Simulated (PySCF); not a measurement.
Excitation energy of I⁺ by level of theory

I⁺ [Kr] 4d10 5s2 5p4 (3P) → I⁺ [Kr] 4d10 5s1 5p4 6s1 (5P), as a difference of total energies. All numbers are calculated (PySCF 2.14, scalar relativity by spin-free X2C-1e, in x2c-QZVPPall with one added diffuse shell each of s, p, d, f type (14s10p8d5f1g, 128 functions)). Correlated levels: valence: [Kr] 4d10 frozen; valence and next inner shell: [Ar] 3d10 frozen. The calculations carry no spin-orbit coupling.

```json
{"method": "UHF", "excitation energy (cm⁻¹)": "162060"}
{"method": "LDA", "excitation energy (cm⁻¹)": "170140"}
{"method": "PBE", "excitation energy (cm⁻¹)": "167430"}
{"method": "PBE0", "excitation energy (cm⁻¹)": "168310"}
{"method": "r2SCAN", "excitation energy (cm⁻¹)": "168100"}
{"method": "wB97X-V", "excitation energy (cm⁻¹)": "172330"}
{"method": "M06", "excitation energy (cm⁻¹)": "172570"}
{"method": "MN15", "excitation energy (cm⁻¹)": "168120"}
{"method": "MP2 (valence)", "excitation energy (cm⁻¹)": "163230"}
{"method": "SCS-MP2 (valence)", "excitation energy (cm⁻¹)": "164790"}
{"method": "MP2 (valence and next inner shell)", "excitation energy (cm⁻¹)": "166820"}
{"method": "SCS-MP2 (valence and next inner shell)", "excitation energy (cm⁻¹)": "167440"}
```

A first-order spin-orbit estimate (lowest level to lowest level, LS coupling) adds -0.045 eV.

The upper state lies above the first ionisation limit, where it may autoionise and the basis confines it. A Rydberg-like electron needs more diffuse functions than a valence basis has.

The promoted electron is Rydberg-like, and one or two diffuse shells describe it only roughly, which tends to raise the upper state.
